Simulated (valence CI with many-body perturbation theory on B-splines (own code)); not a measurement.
## Forbidden lines of Rb14+

Level of theory: relativistic CI+MBPT: five valence electrons over a frozen Dirac-Fock core [Ar], radial functions for each j: 7 s, 7 p, 8 d, 6 f, 4 g, 1 h, with the one-electron correlation potential Σ1, the two-electron term Σ2, the three-electron term Σ3, Breit, model QED; selected CI, second order for the rest, scaled by the run's own slope (own B-spline code, finite nucleus).

No measured spectrum was set against this ion. As an estimate, terms of the open shell hold to 2 to 4 % of their energy, and close levels can change places. Among the levels kept, up to 270 cm⁻¹ of a level comes from second order outside the variational space, and about a tenth of that is noise between levels of different J, which matters for small intervals. The list stops below the first excitations out of the core. Only levels of the ground parity were solved; by the run's estimate the other parity begins above the list, which can be wrong where configurations are misplaced.

Lines 51 to 100 of 120 in falling wavelength, among levels below 688120 cm⁻¹, chosen from the decays that carry over 1 % of a level's rate. Wavelengths and rates use the calculated energies, so an error of 2000 cm⁻¹ moves a line at 3331 Å by 6.7 % and its rate by three times that or more. S is in atomic units (e²a₀⁴ for E2 and M2, e²a₀⁶ for E3), for M1 in squared Bohr magnetons. Weak lines are less certain than strong ones. Lines between different terms over intervals too small for the method are left out, as are lines whose strength nearly cancels.

Names give the largest LS component (configuration and term), which can be under half, so a name can repeat, a term be missing and a line seem to break the LS rules; names also repeat where a configuration has a term twice. Letters in brackets count levels of one name in rising energy.

```
λ vac (Å)           Upper           Lower  Type   A (s⁻¹)  S (a.u.)
     3376  3d⁵ ²F_7/2 [c]  3d⁵ ²F_7/2 [a]    M1  1.32e+01  1.51e-01
     3331      3d⁵ ⁴F_5/2      3d⁵ ⁴D_3/2    M1  2.99e+00  2.46e-02
     3287     3d⁵ ²H_11/2     3d⁵ ²I_13/2    M1  4.72e+01  7.46e-01
     3253  3d⁵ ²F_5/2 [b]  3d⁵ ²D_3/2 [a]    M1  1.10e+01  8.45e-02
     3209      3d⁵ ⁴F_5/2      3d⁵ ⁴D_5/2    M1  3.22e+01  2.37e-01
     3105      3d⁵ ⁴F_9/2      3d⁵ ⁴D_7/2    M1  2.50e+01  2.77e-01
     3031     3d⁵ ²I_11/2      3d⁵ ⁴G_9/2    M1  8.07e+00  1.00e-01
     2982     3d⁵ ²H_11/2     3d⁵ ²I_11/2    M1  1.16e+02  1.37e+00
     2941     3d⁵ ²I_11/2     3d⁵ ⁴G_11/2    M1  2.85e+01  3.23e-01
     2908  3d⁵ ²F_5/2 [b]  3d⁵ ²D_5/2 [a]    M1  4.46e+01  2.44e-01
     2896  3d⁵ ²D_5/2 [a]      3d⁵ ⁴P_3/2    M1  2.55e+01  1.38e-01
     2879  3d⁵ ²D_3/2 [a]      3d⁵ ⁴P_1/2    M1  2.43e+01  8.59e-02
     2861  3d⁵ ²F_7/2 [b]      3d⁵ ⁴D_5/2    M1  5.01e+00  3.48e-02
     2768      3d⁵ ⁴F_3/2      3d⁵ ⁴D_3/2    M1  7.06e+01  2.22e-01
     2702  3d⁵ ²D_5/2 [a]      3d⁵ ⁴P_5/2    M1  3.23e+02  1.42e+00
     2695     3d⁵ ²I_13/2     3d⁵ ⁴G_11/2    M1  1.71e+00  1.74e-02
     2683      3d⁵ ⁴F_3/2      3d⁵ ⁴D_5/2    M1  2.51e+01  7.20e-02
     2626      3d⁵ ⁴F_3/2      3d⁵ ⁴D_1/2    M1  3.99e+01  1.07e-01
     2619  3d⁵ ²D_3/2 [a]      3d⁵ ⁴P_3/2    M1  1.01e+02  2.70e-01
     2568  3d⁵ ²G_9/2 [a]     3d⁵ ²I_11/2    M1  3.37e+01  2.11e-01
     2461  3d⁵ ²F_7/2 [b]      3d⁵ ⁴D_7/2    M1  1.07e+02  4.71e-01
     2460  3d⁵ ²D_3/2 [a]      3d⁵ ⁴P_5/2    M1  7.56e+00  1.67e-02
     2458  3d⁵ ²D_5/2 [a]      3d⁵ ⁴G_7/2    M1  9.37e+01  3.10e-01
     2358      3d⁵ ²H_9/2      3d⁵ ⁴D_7/2    M1  1.67e+01  8.13e-02
     2326  3d⁵ ²D_5/2 [a]      3d⁵ ⁴G_5/2    M1  2.34e+01  6.56e-02
     2324  3d⁵ ²G_7/2 [a]      3d⁵ ⁴D_5/2    M1  5.91e+00  2.20e-02
     2316  3d⁵ ²F_7/2 [a]      3d⁵ ⁴P_5/2    M1  1.04e+00  3.83e-03
     2238  3d⁵ ²F_5/2 [a]      3d⁵ ⁴D_3/2    M1  3.14e+01  7.82e-02
     2182  3d⁵ ²F_5/2 [a]      3d⁵ ⁴D_5/2    M1  4.31e+01  9.96e-02
     2178  3d⁵ ²F_7/2 [a]      3d⁵ ⁴G_9/2    M1  6.99e+01  2.14e-01
     2144  3d⁵ ²D_3/2 [a]      3d⁵ ⁴G_5/2    M1  6.27e+01  9.16e-02
     2090      3d⁵ ⁴F_9/2      3d⁵ ⁴G_9/2    M1  3.20e+00  1.08e-02
     2053  3d⁵ ²G_7/2 [a]      3d⁵ ⁴D_7/2    M1  3.26e+00  8.35e-03
     2050      3d⁵ ⁴F_9/2      3d⁵ ⁴G_7/2    M1  1.70e+01  5.42e-02
     2047      3d⁵ ⁴F_9/2     3d⁵ ⁴G_11/2    M1  3.81e+01  1.21e-01
     2034  3d⁵ ²F_7/2 [a]      3d⁵ ⁴G_5/2    M1  3.16e+00  7.89e-03
     2010      3d⁵ ⁴F_5/2      3d⁵ ⁴P_5/2    M1  5.41e+00  9.77e-03
     1894  3d⁵ ²F_5/2 [b]      3d⁵ ⁴D_5/2    M1  4.03e+00  6.10e-03
     1872      3d⁵ ⁴F_5/2      3d⁵ ⁴G_7/2    M1  4.63e+01  6.75e-02
     1867  3d⁵ ²F_7/2 [b]      3d⁵ ⁴P_5/2    M1  3.78e+00  7.31e-03
     1790      3d⁵ ⁴F_3/2      3d⁵ ⁴P_5/2    M1  7.45e+00  6.33e-03
     1777  3d⁵ ²F_7/2 [b]      3d⁵ ⁴G_9/2    M1  1.49e+02  2.49e-01
     1777  3d⁵ ²G_9/2 [a]      3d⁵ ⁴D_7/2    M1  2.65e+01  5.51e-02
     1748  3d⁵ ²F_7/2 [b]      3d⁵ ⁴G_7/2    M1  5.79e+01  9.17e-02
     1723      3d⁵ ²H_9/2      3d⁵ ⁴G_9/2    M1  1.07e+02  2.02e-01
     1710  3d⁵ ²F_5/2 [b]      3d⁵ ⁴D_7/2    M1  6.21e+01  6.90e-02
     1695      3d⁵ ²H_9/2      3d⁵ ⁴G_7/2    M1  4.72e+01  8.53e-02
     1693      3d⁵ ²H_9/2     3d⁵ ⁴G_11/2    M1  3.26e+01  5.87e-02
     1623  3d⁵ ²G_7/2 [a]      3d⁵ ⁴P_5/2    M1  8.82e-01  1.12e-03
     1617      3d⁵ ⁴F_3/2      3d⁵ ⁴G_5/2    M1  2.14e+01  1.34e-02
```
